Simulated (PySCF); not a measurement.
```xyz
10

Si     2.1016    -0.2631    -0.2438
Ga     0.0404     0.9022     0.1961
Si    -2.1108    -0.1766     0.0749
H      3.2192     0.6310    -0.6512
H      1.9416    -1.3119    -1.2877
H      2.5133    -0.9517     1.0143
H      0.0856     2.4047     0.6542
H     -2.5857    -0.4482     1.4626
H     -3.1289     0.6904    -0.5807
H     -2.0768    -1.4756    -0.6495
```

Charge 0, multiplicity 1.

Give the Mulliken and meta-Löwdin atomic charges from r2SCAN-D4/def2-TZVP in PySCF.


```csv
atom,Mulliken (e),meta-Löwdin (e)
Si1,-0.01,0.18
Ga2,0.26,0.11
Si3,-0.01,0.18
H4,-0.03,-0.07
H5,-0.03,-0.07
H6,-0.03,-0.06
H7,-0.07,-0.06
H8,-0.03,-0.06
H9,-0.03,-0.07
H10,-0.03,-0.07
```
